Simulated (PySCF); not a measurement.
PySCF input file for C₅H₉N, SMILES CC(C)=C=CN, PBE/pcSseg-1. Geometry optimised at ωB97X-D3(BJ)/def2-SVP. This is a generated structure with no PubChem entry under its InChIKey; it may be hypothetical. The values are those of a single conformer.

```python
import numpy as np
from pyscf import gto, scf, dft
from pyscf.prop.nmr import rks as nmr

mol = gto.M(
    atom='''
    C    -1.88248720   -1.08549270   -0.20173563
    C    -0.94918279    0.08920915    0.00073529
    C    -1.58523481    1.35019285    0.54675986
    C     0.33451214    0.02258566   -0.28726155
    C     1.62118514    0.00326472   -0.57016126
    N     2.67438454   -0.27198811    0.32204168
    H    -2.69110891   -0.81870483   -0.90406436
    H    -1.35042687   -1.96149401   -0.59798096
    H    -2.36381511   -1.36648788    0.75094358
    H    -0.84722209    2.15514171    0.66755071
    H    -2.05567316    1.15349039    1.52565917
    H    -2.38349819    1.70295482   -0.12898954
    H     1.95017649    0.28321008   -1.57996014
    H     2.36435100   -0.71139326    1.18354543
    H     3.42377001   -0.81135832   -0.10101576
    ''',
    basis='pcSseg-1',
    charge=0,
    spin=0,
    max_memory=1600,
    verbose=3,
)
mf = dft.RKS(mol, xc='pbe')
mf.grids.level = 3
mf.conv_tol = 1e-10
mf.max_cycle = 100
mf.kernel()
n = nmr.NMR(mf)
n.verbose = 2
n.max_cycle_cphf = 60
sigma = n.kernel()
print('atom   isotropic/ppm   span/ppm')
for i, s in enumerate(sigma):
    w = np.linalg.eigvalsh((s + s.T) / 2)
    print(f'{mol.atom_symbol(i):2s}{i + 1:3d} {w.mean():14.3f} {w[2] - w[0]:11.3f}')
```

Log of the run:

```
converged SCF energy = -250.283892658348
atom   isotropic/ppm   span/ppm
C   1        153.502      41.643
C   2         67.987     161.249
C   3        153.733      41.853
C   4        -24.900      35.692
C   5         74.932     134.069
N   6        202.105      45.389
H   7         29.397       8.159
H   8         29.433       8.197
H   9         29.402       7.890
H  10         29.377       8.380
H  11         29.369       7.935
H  12         29.399       8.133
H  13         25.202       5.826
H  14         29.830      12.124
H  15         29.773      14.835
```

Self-consistency was reached.
